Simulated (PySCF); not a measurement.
Computed IR spectrum (relative IR intensity) of a molecule C2H8FNOSi. Coordinates come from a PBE0-D3(BJ)/def2-SVP optimisation. One conformer was computed; it need not be the lowest. The numbers are results of PBE0-D3(BJ)/def2-SVP run with PySCF, not measurements. Frequencies are harmonic and unscaled.

```csv
ν (cm⁻¹),relative intensity
261,2.8
325,15
347,9.8
394,18
404,34
675,8.3
787,16
836,14
880,100
899,42
969,72
1043,47
1276,34
1341,29
1465,4.9
1482,8.4
1509,3.6
2307,51
2994,19
3000,35
3056,30
3144,4.0
3921,32
```

Question: Identify the compound among the candidates.
A. CN[Si@H](O)CF
B. CN(C)[SiH](O)F
C. CO[Si@](C)(N)F
D. CC[Si@](N)(O)F

Answer: B, CN(C)[SiH](O)F
